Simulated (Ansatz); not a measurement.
Calculation: PBE-D3(BJ)/def2-SVP in Ansatz (an electronic-structure program). No frequencies were computed at this level.

Ansatz 0.2 input:
```yaml
crystal:
  periodic: [false, false, false]
  atoms:
    - { symbol: Zn, position_ang: [0.0, 0.0, 0.0] }
    - { symbol: H, position_ang: [0.036331, 1.025855, 1.092763] }
    - { symbol: H, position_ang: [-0.036331, -1.025855, -1.092763] }
basis:
  gaussian: { orbitals: def2-svp }
hamiltonian:
  xc: pbe
  dispersion: d3bj
relax:
  max_steps: 150
```

Output:

```
Functional definition: PBE
474 factors; their error is unknown
mean field evaluation 1: about -48434.1915 eV, gradient 4.1e1 eV
mean field evaluation 2: about -48431.7623 eV, gradient 6.2e1 eV
mean field evaluation 4: about -48436.6373 eV, gradient 6.9e-1 eV
mean field evaluation 8: about -48436.6158 eV, gradient 2.2e-3 eV
mean field -48436.61579226 eV, -1780.0127988481 hartree, gradient 3.9e-5 eV, S^2 0.000000; 0 other end points of the search recorded, 0 dependent functions left out
reference -48436.61583246 eV, -1780.0128003255 hartree; 16, 16 occupied and 25, 25 virtual orbitals, 474 factors
relax step   1: F+E_penalty+E_count = -48436.63484286 eV  Δ(F+E_penalty+E_count) = +0.000e0 eV  max|allowed force component| = 5.203e-1 eV/Å  Δτ_max = 0.0000 Å  (21 SCF iters, accepted)
these checks for a lower state are left out or cut short: starts, cluster_reference, orbital_swaps, neighbouring_geometries, increment
474 factors; their error is unknown
mean field evaluation 16: about -48436.6460 eV, gradient 3.2e-6 eV
mean field -48436.64602923 eV, -1780.0139100364 hartree, gradient 4.4e-5 eV, S^2 0.000000; 0 other end points of the search recorded, 0 dependent functions left out
reference -48436.64606936 eV, -1780.0139115112 hartree; 16, 16 occupied and 25, 25 virtual orbitals, 474 factors
relax step   2: F+E_penalty+E_count = -48436.66500689 eV  Δ(F+E_penalty+E_count) = -3.016e-2 eV  max|allowed force component| = 1.981e-1 eV/Å  Δτ_max = 0.0309 Å  (23 SCF iters, accepted)
these checks for a lower state are left out or cut short: starts, cluster_reference, orbital_swaps, neighbouring_geometries, increment
474 factors; their error is unknown
mean field -48436.65174745 eV, -1780.0141201770 hartree, gradient 4.6e-5 eV, S^2 0.000000; 0 other end points of the search recorded, 0 dependent functions left out
reference -48436.65178754 eV, -1780.0141216502 hartree; 16, 16 occupied and 25, 25 virtual orbitals, 474 factors
relax step   3: F+E_penalty+E_count = -48436.67068067 eV  Δ(F+E_penalty+E_count) = -5.674e-3 eV  max|allowed force component| = 7.714e-3 eV/Å  Δτ_max = 0.0204 Å  (22 SCF iters, accepted)
474 factors; their error is unknown
mean field evaluation 32: about -48436.6517 eV, gradient 6.4e-2 eV
mean field -48436.65174745 eV, -1780.0141201770 hartree, gradient 4.6e-5 eV, S^2 0.000000; 1 other end points of the search recorded, 0 dependent functions left out
reference -48436.65178754 eV, -1780.0141216502 hartree; 16, 16 occupied and 25, 25 virtual orbitals, 474 factors
Total energy: -48436.67072076 eV, -1780.0148174332 hartree
Atom 0 at    -0.000000     0.000000    -0.000000 Å, force     0.000000     0.000000     0.000000 eV/Å
Atom 1 at     0.037573     1.060937     1.130133 Å, force     0.000256     0.007242     0.007714 eV/Å
Atom 2 at    -0.037573    -1.060937    -1.130133 Å, force    -0.000256    -0.007242    -0.007714 eV/Å
Dipole moment:    -0.000000    -0.000000    -0.000000 e Å
```

Cost: about 1.8 core-seconds (a rough figure).
